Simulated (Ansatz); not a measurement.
`[OH2+][In-]([F])([F])[F]`, relaxed with RKS PBE0-D4/def2-TZVP in the Gaussian-basis code of Ansatz from a PBE-D4/def2-SVP geometry. The force threshold is 0.005 eV/Å; the program also tests the step.

Total charge 0; spin multiplicity 1. In: def2 effective core potential.

Start:

```xyz
7

O    -0.068   -0.780    1.121
In   -0.313    0.437   -0.829
F     1.458   -0.507   -0.956
F    -1.796   -0.167   -1.959
F    -0.235    2.209    0.028
H     0.820   -1.030    0.741
H     0.133   -0.161    1.853
```

Question: How much energy does the relaxation release, and in how many steps? (Best estimate.)

Answer: The calculation gave: 0.12 eV, in 11 steps, 1 of them rejected.

Question: Which bonds change most? (Estimate.)

Answer: Computed: In2–F3 from 2.011 to 1.945 Å; O1–In2 from 2.312 to 2.260 Å; In2–F4 from 1.959 to 1.927 Å; O1–H6 from 0.998 to 0.966 Å.

Question: Give the relaxed structure. (An estimate is asked.)

Answer: Computed: 
```xyz
7

O    -0.054   -0.706    1.085
In   -0.213    0.391   -0.885
F     1.513   -0.377   -1.349
F    -1.788   -0.147   -1.857
F    -0.229    2.048    0.131
H     0.793   -1.168    1.089
H    -0.022   -0.042    1.786
```
